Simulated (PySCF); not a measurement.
## [Gd(SH)2]+ at several levels of theory

Computed with PySCF 2.14.0 (density fitting, no spin-orbit coupling) at the geometry relaxed with PBE0:

```xyz
5
[Gd(SH)2]+ (singlet in the valence; each metal's 4f electrons, 7 of them, lie in its core potential, out of spins and levels)
Gd    0.0000    0.0000   -0.7655
S     1.8888   -0.0843    0.8685
H     2.8659   -0.2291   -0.0659
S    -1.8888    0.0843    0.8685
H    -2.8659    0.2291   -0.0659
```

```tsv
level	basis	state	HOMO (eV)	gap (eV)	charge on Gd1 (e)	population of f-type functions on Gd1 (polarisation alone where 4f lies in the core)	dipole about the centre of mass (D)	largest force component (eV/Å)
PBE0	Gd lcecp-1-SVP with ECP53, S def2-SVP, H def2-SVP	singlet	-12.12	4.71	1.11	0.03	7.54	0.02
PBE0	Gd lcecp-1-TZVP with ECP53, S def2-TZVP, H def2-TZVP	singlet	-12.05	4.72	1.39	0.03	7.18	0.19
```

In the lcecp rows the 4f levels are missing from HOMO and gap, and the state counts the valence alone.

Charges are Mulliken's, which hang on the basis. The relaxation used the grid (50, 194), these runs (75, 302) or, all-electron (x2c bases, spin-free X2C Hamiltonian), (99, 590).

(1) A further run in the first row's basis gives HOMO (eV) -11.00, gap (eV) 2.98, charge on Gd1 (e) 1.02, population of f-type functions on Gd1 (polarisation alone where 4f lies in the core) 0.03, dipole about the centre of mass (D) 6.85, largest force component (eV/Å) 0.40. Which level was it?
A. revPBE
B. TPSSh

An lcecp potential fixes the number of 4f electrons, so in runs with it no electron can move into or out of that shell.

Results:

(1) A. The others give HOMO -11.54 eV (TPSSh).
